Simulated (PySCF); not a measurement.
C4H5F, SMILES C1=C[C@H](F)C1.

The structure is a stationary point at PBE0-D3(BJ)/def2-SVP. The structure was generated by enumeration; whether it is a known compound was not checked.

All values below come from PySCF 2.14.0 with TDDFT-ωB97X/def2-SVPD.

Vertical excitations. Gas-phase values at a fixed geometry.

Computed excitation energies, oscillator strengths and character:
```
state  energy (eV)  λ (nm)      f                                                                   main pairs
-----  -----------  ------  -----  ---------------------------------------------------------------------------
S1            7.10     175  0.188                                                               HOMO→LUMO 95 %
S2            7.41     167  0.001                                                             HOMO−1→LUMO 83 %
S3            7.77     160  0.018                                                             HOMO−2→LUMO 81 %
S4            8.10     153  0.026                                                             HOMO→LUMO+1 89 %
S5            8.61     144  0.003                                                             HOMO−3→LUMO 81 %
S6            8.74     142  0.038                                                             HOMO→LUMO+2 78 %
S7            8.89     140  0.024                                                             HOMO→LUMO+3 75 %
S8            9.60     129  0.031                     HOMO−1→LUMO+2 37 %, HOMO−1→LUMO+1 29 %, HOMO→LUMO+4 15 %
S9            9.71     128  0.071                        HOMO→LUMO+4 51 %, HOMO→LUMO+5 19 %, HOMO−1→LUMO+2 8 %
S10           9.81     126  0.015  HOMO−2→LUMO+2 35 %, HOMO−2→LUMO+1 31 %, HOMO→LUMO+4 13 %, HOMO−2→LUMO+3 6 %
T1            4.33     286      0                                                               HOMO→LUMO 91 %
T2            6.98     178      0                                                             HOMO−1→LUMO 82 %
T3            7.54     164      0                                                             HOMO−2→LUMO 80 %
T4            8.13     153      0                                                             HOMO→LUMO+1 85 %
```
Triplets are in the Tamm–Dancoff approximation, which puts them higher than full response would, so one can lie above its singlet here.
